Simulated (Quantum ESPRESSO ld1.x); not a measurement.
The numbers below are computed, except where a source is named.
Rh, 45 electrons, occupied as [Kr] 4d8 5s1 (the NIST ground configuration). Code: ld1.x of Quantum ESPRESSO 7.5. Model: Dirac Kohn-Sham, relativistic LDA (MacDonald-Vosko exchange, VWN5 correlation), spin-unpolarised, spherical densities, point nucleus; open shells fill j = l - 1/2 first.

X-ray form factor f0, the Fourier transform of the density (f0(0) = 45):

sin(theta)/lambda (1/angstrom)  f0 (electrons)
0.05                                    44.100
0.1                                     41.830
0.15                                    38.962
0.2                                     36.011
0.25                                    33.211
0.3                                     30.658
0.4                                     26.401
0.5                                     23.207
0.6                                     20.813
0.8                                     17.295
1                                       14.407
1.25                                    11.279
1.5                                      8.890
2                                        6.273
